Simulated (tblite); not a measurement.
Species: C5H10O2SSi2.
SMILES with atom numbers: `[SiH3:1][O:2][SiH2:3][O:4][CH2:5][c:6]1[cH:7][cH:8][cH:9][s:10]1` (hydrogens: H11, H12, H13 on Si1; H14, H15 on Si3; H16, H17 on C5; H18 on C7; H19 on C8; H20 on C9)

The geometry is computed with GFN2-xTB (gas phase).

(1) List the bond lengths, angles and torsions at this level.

## Answers

(1) 
```json
{"bond": "Si1–O2", "length (Å)": "1.614", "order": "single"}
{"bond": "O2–Si3", "length (Å)": "1.607", "order": "single"}
{"bond": "Si3–O4", "length (Å)": "1.616", "order": "single"}
{"bond": "O4–C5", "length (Å)": "1.399", "order": "single"}
{"bond": "C5–C6", "length (Å)": "1.490", "order": "single"}
{"bond": "C6–C7", "length (Å)": "1.360", "order": "aromatic"}
{"bond": "C7–C8", "length (Å)": "1.413", "order": "aromatic"}
{"bond": "C8–C9", "length (Å)": "1.356", "order": "aromatic"}
{"bond": "C9–S10", "length (Å)": "1.720", "order": "aromatic"}
{"bond": "C6–S10", "length (Å)": "1.730", "order": "aromatic"}
{"bond": "Si1–H11, Si1–H12, Si1–H13", "length (Å)": "1.462", "order": "single"}
{"bond": "Si3–H14, Si3–H15", "length (Å)": "1.461", "order": "single"}
{"bond": "C5–H16, C5–H17", "length (Å)": "1.097", "order": "single"}
{"bond": "C7–H18", "length (Å)": "1.075", "order": "single"}
{"bond": "C8–H19", "length (Å)": "1.075", "order": "single"}
{"bond": "C9–H20", "length (Å)": "1.072", "order": "single"}
```

Bonds in one row agree within 0.01 Å and their mean is given. Orders are formal, as drawn. A selection of angles:
```json
{"angle": "Si1–O2–Si3", "degrees": "158.7"}
{"angle": "O2–Si3–O4", "degrees": "102.2"}
{"angle": "Si3–O4–C5", "degrees": "128.3"}
{"angle": "O4–C5–C6", "degrees": "112.6"}
{"angle": "C5–C6–C7", "degrees": "128.2"}
{"angle": "C5–C6–S10", "degrees": "120.4"}
{"angle": "C7–C6–S10", "degrees": "111.2"}
{"angle": "C6–C7–C8", "degrees": "113.1"}
{"angle": "C7–C8–C9", "degrees": "112.5"}
{"angle": "C8–C9–S10", "degrees": "112.1"}
{"angle": "C6–S10–C9", "degrees": "91.2"}
```

Torsions: Si1–O2–Si3–O4 138° (anticlinal); O2–Si3–O4–C5 -177° (antiperiplanar); Si3–O4–C5–C6 -46° (synclinal); O4–C5–C6–C7 -83° (synclinal). The mirror-image conformer, all signs reversed, is as good.

The 5-membered ring C6–C7–C8–C9–S10 has internal angles of 91.2° to 113.1° (sum 540°, against 540° for a flat polygon); it is planar, 0.00 Å rms from its mean plane, widest ring torsion 1°. O2 (siloxane oxygen) is bent (angle 158.7°). Of the pairs four or more bonds apart, Si3···S10 is among the closest relative to their van der Waals radii: 3.65 Å, 93 % of the sum of Bondi's values. The 4 C–C bonds span 1.356 Å (C8–C9, aromatic) to 1.490 Å (C5–C6, drawn single), a spread of 0.134 Å. S10 (thiophene-type sulfur) is bent (angle 91.2°). Si3 (oxygen-bound silicon) is distorted tetrahedral (angles from 102.2° to 112.9°). Si1 (oxygen-bound silicon) is distorted tetrahedral (angles from 104.7° to 112.7°).

Point group: C1 (no symmetry element, even within 0.4 Å). Its lowest GFN2-xTB frequency is 12i cm⁻¹, too small to tell a flat minimum from a shallow saddle. One conformer, not necessarily the lowest.

On one thread of an Arm Neoverse V1, shared host, this took 1.5 s wall. These figures are those of the optimisation.
